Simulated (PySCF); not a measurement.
**Interval between two levels of F by level of theory**

F [He] 2s2 2p5 [2P3/2, M_J = 3/2] → F [He] 2s1 2p6 [2S1/2, M_J = 1/2], as a difference of total energies. Calculation: PySCF 2.14, in x2c-SVPall-2c with one added diffuse shell of s type (4s2p1d, 15 functions); the two-component X2C-1e Hamiltonian. Correlated levels: 1s2 frozen. "Screened" scales the spin-orbit matrix elements by Boettger's factors to mimic the two-electron term; Breit and QED terms are absent.

```json
{"method": "GHF (spin-free)", "interval between two levels (cm⁻¹)": "187990"}
{"method": "GMP2 (spin-free)", "interval between two levels (cm⁻¹)": "175080"}
{"method": "GHF (screened spin-orbit)", "interval between two levels (cm⁻¹)": "188140"}
{"method": "GMP2 (screened spin-orbit)", "interval between two levels (cm⁻¹)": "175220"}
```
